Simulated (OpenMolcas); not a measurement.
**OpenMolcas run: Re+**

Input:

```
&GATEWAY
Coord
1

Re 0.0 0.0 0.0
Basis=ANO-RCC-VDZP
Group=XYZ
NoMove
AngMom=0.0 0.0 0.0
AMFI
&SEWARD
* reference wave functions (RASSCF and RASSI steps not shown): 6 electrons in 6 orbitals (5d 6s)
>>> COPY JOB001 $Project.JobIph
&CASPT2
Multistate=1 1
Frozen=14 16
IPEA=0.25
Imaginary=0.1
MaxIter=60
WThr=0.0 0.3 0.05
PrWF=0.5
NoMix
>>> COPY JOB002 $Project.JobIph
&CASPT2
Multistate=35 1 2 3 4 5 6 7 8 9 10 11 12 13 14 15 16 17 18 19 20 21 22
23 24 25 26 27 28 29 30 31 32 33 34 35
Frozen=14 16
IPEA=0.25
Imaginary=0.1
MaxIter=60
WThr=0.0 0.3 0.05
PrWF=0.5
NoMix
>>> COPY JOB003 $Project.JobIph
&CASPT2
Multistate=55 1 2 3 4 5 6 7 8 9 10 11 12 13 14 15 16 17 18 19 20 21 22
23 24 25 26 27 28 29 30 31 32 33 34 35 36 37 38 39 40 41 42 43 44 45 46
47 48 49 50 51 52 53 54 55
Frozen=14 16
IPEA=0.25
Imaginary=0.1
MaxIter=60
WThr=0.0 0.3 0.05
PrWF=0.5
NoMix
...
```

Launched by
```bash
OMP_NUM_THREADS=1 MOLCAS_MEM=1689 MOLCAS_PROJECT=a pymolcas a.inp > a.log  # once for each step of the input, in one work folder
```

Output, cut to the results:

```
--- CASPT2 ---
Orbital specifications:
      -----------------------

      Symmetry species                           1   2
                                                ag  au
      Frozen orbitals                           14  16
      Inactive orbitals                          1   3
      Active orbitals                            6   0
      Secondary orbitals                        15  13
      Deleted orbitals                           0   0
      Number of basis functions                 36  32
Type of calculation                        SS-CASPT2
      Fock operator                              state-specific
      IPEA shift                                 0.25
      Real shift                                 0.00
      Imaginary shift                            0.10
      The input orbitals will be transformed to quasi-canonical
Reference energy:      -16676.3714245746
      E2 (Non-variational):      -0.2375039342
      Shift correction:          -0.0001331939
      E2 (Variational):          -0.2376371280
      Total energy:          -16676.6090617026
      Residual norm:              0.0000006871
      Reference weight:           0.95334
      Contributions to the CASPT2 correlation energy
      Active & Virtual Only:         -0.0468129150
      One Inactive Excited:          -0.1150025695
      Two Inactive Excited:          -0.0756884496
::    CASPT2 Root  1     Total energy: -16676.60906170
--- CASPT2 ---
Orbital specifications:
      -----------------------

      Symmetry species                           1   2
                                                ag  au
      Frozen orbitals                           14  16
      Inactive orbitals                          1   3
      Active orbitals                            6   0
      Secondary orbitals                        15  13
      Deleted orbitals                           0   0
      Number of basis functions                 36  32
Type of calculation                        MS-CASPT2
      Fock operator                              state-specific
      IPEA shift                                 0.25
      Real shift                                 0.00
      Imaginary shift                            0.10
      The input orbitals will be transformed to quasi-canonical
Reference energy:      -16676.2730090711
      E2 (Non-variational):      -0.2538634035
      Shift correction:          -0.0002426421
      E2 (Variational):          -0.2541060456
      Total energy:          -16676.5271151167
      Residual norm:              0.0000000916
      Reference weight:           0.94326
      Contributions to the CASPT2 correlation energy
      Active & Virtual Only:         -0.0635172205
      One Inactive Excited:          -0.1149780567
      Two Inactive Excited:          -0.0753681263
Reference energy:      -16676.2730090711
      E2 (Non-variational):      -0.2538803965
      Shift correction:          -0.0002428886
      E2 (Variational):          -0.2541232851
      Total energy:          -16676.5271323562
      Residual norm:              0.0000000916
      Reference weight:           0.94325
      Contributions to the CASPT2 correlation energy
      Active & Virtual Only:         -0.0635316082
      One Inactive Excited:          -0.1149799859
      Two Inactive Excited:          -0.0753688025
::    CASPT2 Root  1     Total energy: -16676.52711512
::    CASPT2 Root  2     Total energy: -16676.52713236
::    CASPT2 Root  3     Total energy: -16676.52706959
::    CASPT2 Root  4     Total energy: -16676.52707251
::    CASPT2 Root  5     Total energy: -16676.52714550
::    CASPT2 Root  6     Total energy: -16676.51402737
::    CASPT2 Root  7     Total energy: -16676.49973812
::    CASPT2 Root  8     Total energy: -16676.49943138
::    CASPT2 Root  9     Total energy: -16676.49958590
::    CASPT2 Root 10     Total energy: -16676.49945250
::    CASPT2 Root 11     Total energy: -16676.50002104
::    CASPT2 Root 12     Total energy: -16676.49950769
::    CASPT2 Root 13     Total energy: -16676.49943377
::    CASPT2 Root 14     Total energy: -16676.49941289
::    CASPT2 Root 15     Total energy: -16676.49945580
::    CASPT2 Root 16     Total energy: -16676.48908742
::    CASPT2 Root 17     Total energy: -16676.48907733
::    CASPT2 Root 18     Total energy: -16676.48903629
::    CASPT2 Root 19     Total energy: -16676.46163886
::    CASPT2 Root 20     Total energy: -16676.46168321
::    CASPT2 Root 21     Total energy: -16676.46168575
::    CASPT2 Root 22     Total energy: -16676.46157449
::    CASPT2 Root 23     Total energy: -16676.46152529
::    CASPT2 Root 24     Total energy: -16676.44262757
::    CASPT2 Root 25     Total energy: -16676.44306427
::    CASPT2 Root 26     Total energy: -16676.44272930
::    CASPT2 Root 27     Total energy: -16676.44264254
::    CASPT2 Root 28     Total energy: -16676.44269966
::    CASPT2 Root 29     Total energy: -16676.44276803
::    CASPT2 Root 30     Total energy: -16676.44280381
--- CASPT2 ---
Orbital specifications:
      -----------------------

      Symmetry species                           1   2
                                                ag  au
      Frozen orbitals                           14  16
      Inactive orbitals                          1   3
      Active orbitals                            6   0
      Secondary orbitals                        15  13
      Deleted orbitals                           0   0
      Number of basis functions                 36  32
Type of calculation                        MS-CASPT2
      Fock operator                              state-specific
      IPEA shift                                 0.25
      Real shift                                 0.00
      Imaginary shift                            0.10
      The input orbitals will be transformed to quasi-canonical
Reference energy:      -16676.2249225836
      E2 (Non-variational):      -0.2554794077
      Shift correction:          -0.0002151182
...
```

Levels above the lowest, from the spin-orbit matrix with the single-state CASPT2 energies, averaged by term, on its diagonal:

| Configuration | Term | J | E (eV) | Measured (eV) | g | Term weight % | Second |
| --- | --- | --- | --- | --- | --- | --- | --- |
| 5d5 6s | 7S | 3 | 0.0000 | 0.0000 | 1.983 | 94 | 5 5P |
| 5d5 6s | 5D | 2 | 2.176 |  | 1.564 | 63 | 12 5S |
| 5d5 6s | 5D | 4 | 2.206 |  | 1.492 | 94 | 2 3F(1) |
| 5d5 6s | 5D | 3 | 2.234 |  | 1.496 | 83 | 8 5P |
| 5d5 6s | 5D | 1 | 2.326 |  | 1.515 | 88 | 5 3P |
| 5d5 6s | 5D | 0 | 2.350 |  |  | 88 | 7 3P |
| 5d5 6s | 5S | 2 | 2.645 | 2.1354 | 1.859 | 72 | 22 5D |
| 5d5 6s | 5G | 2 | 2.833 | 2.3366 | 0.472 | 76 | 14 3F(2) |
| 5d5 6s | 5G | 3 | 2.894 | 2.3730 | 1.018 | 72 | 11 3F(2) |
| 5d5 6s | 5G | 4 | 2.999 | 2.5371 | 1.176 | 84 | 5 3F(2) |
| 5d5 6s | 5G | 5 | 3.104 | 2.6007 | 1.271 | 95 | 4 5F |
| 5d5 6s | 5G | 6 | 3.156 | 2.5766 | 1.333 | 99 |  |
| 5d5 6s | 3D | 3 | 3.262 |  | 1.419 | 34 | 33 5P |
| 5d5 6s | 3D | 2 | 3.354 |  | 1.372 | 42 | 22 5P |
| 5d5 6s | 5P | 1 | 3.391 |  | 1.897 | 61 | 19 3D |
| 5d5 6s | 5P | 2 | 3.412 |  | 1.568 | 46 | 19 3D |
| 5d5 6s | 1S | 0 | 3.433 |  |  | 72 | 20 3P |
| 5d5 6s | 3D | 1 | 3.470 |  | 1.119 | 58 | 24 5P |
| 5d6 | 5D | 4 | 3.595 |  | 1.299 | 37 | 23 5d5 6s 3F(1) |
| 5d6 | 5D | 3 | 3.737 |  | 1.427 | 42 | 28 5d5 6s 3D |
| 5d4 6s2 | 5D | 0 | 3.816 |  |  | 97 | 3 5d5 6s 5D |
| 5d5 6s | 3G | 5 | 3.874 |  | 1.209 | 90 | 6 5F |
| 5d5 6s | 3G | 3 | 3.940 |  | 1.011 | 52 | 18 3F(1) |
| 5d4 6s2 | 5D | 1 | 3.943 |  | 1.514 | 83 | 8 5d5 6s 5P |

Against the 6 measured excited levels shown (NIST Handbook of Basic Atomic Spectroscopic Data) the mean absolute deviation is 4100 cm-1; the largest miss in energy is 5d5 6s 5G6: computed 3.156, measured 2.5766 eV (+22.5 %).

CASPT2 breaks the degeneracy within a term, and the mean is taken; among the terms shown or strongly mixed into the levels shown the widest spread is 310 cm-1 (5d4 6s2 5D). Configurations are named by rounded mean occupations; where the s occupation lies near a half they are strongly mixed, a name can repeat and a true partner stay unpaired. A single d shell beside an s shell can misplace configurations of different d count against each other. The CASPT2 spread within a term exceeds the gap to the next term for 5d6 5D and 5d4 6s2 5D, 5d4 6s2 5D and 5d5 6s 3P, so the order of their levels is uncertain, and so are names and mixing where such terms share a J. Some terms miss by over 15 % even with CASPT2, which points to a basis or an active space too small for the shells correlated. Measured partners are found by configuration, term and J. A level has none where our copy of the source lacks it or the pairing is in doubt (some pairs that miss far off the trend of their configuration count as doubtful), and it then counts in no deviation. Only configurations of the active space appear. The first state left out of the spin-orbit step lies near 45000 cm-1 above the lowest spin-free state of the reference (among the parities and spins computed), and the list stops at four fifths of that energy or lower. The table shows the lowest 24 of 31 levels.

The CASPT2 steps took 34 s on 1 thread of Arm Neoverse V1, on a shared host; the integral step is not counted.

The term weight is that of the spin-free term in the level, not the purity of its configuration. A number in round brackets counts repeated terms of one configuration in the order of the reference energies.
